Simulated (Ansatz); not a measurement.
C₂H₈AlFSi, SMILES `C[CH]([AlH2])[SiH2]F`. Charge 0, multiplicity 1.

```
atom   x (Å)   y (Å)   z (Å)
  C1   1.171  -0.838   0.903
  C2  -0.214  -0.467   0.362
 Al3  -0.367  -0.352  -1.657
 Si4  -0.754   1.268   0.506
  F5  -0.912   1.577  -1.157
  H6   1.943  -0.158   0.533
  H7   1.464  -1.843   0.588
  H8   1.217  -0.820   1.995
  H9  -0.990  -1.141   0.738
 H10  -1.684  -0.908  -2.346
 H11   0.992  -0.159  -2.453
 H12  -2.105   1.571   1.030
 H13   0.240   2.270   0.959
```

Problem. List the harmonic frequencies (cm⁻¹, unscaled) at PBE0-D4/def2-TZVP in Ansatz. (Best estimate.)

Solution. Ansatz gave: 66, 162, 184, 215, 240, 370, 408, 452, 552, 582, 608, 700, 707, 740, 764, 867, 891, 961, 987, 1071, 1082, 1279, 1414, 1485, 1506, 1915, 1921, 2246, 2259, 3036, 3077, 3096, 3110.

Problem. Is this a minimum?

Solution. Yes, all 33 modes are real.

Problem. Give the ideal-gas thermochemistry at 298.15 K and 1 bar (rigid rotor, harmonic oscillator; point group C1, symmetry number 1).

Solution. Zero-point energy 233.0 kJ/mol; H(298) − E = 256.5 kJ/mol; entropy 360.1 J/(mol·K), of which translation 167.0, rotation 113.6, vibration 79.5; G(298) − E = 149.1 kJ/mol. Modes under 100 cm⁻¹ are hindered rotations or soft bends, so the harmonic entropy is rough.
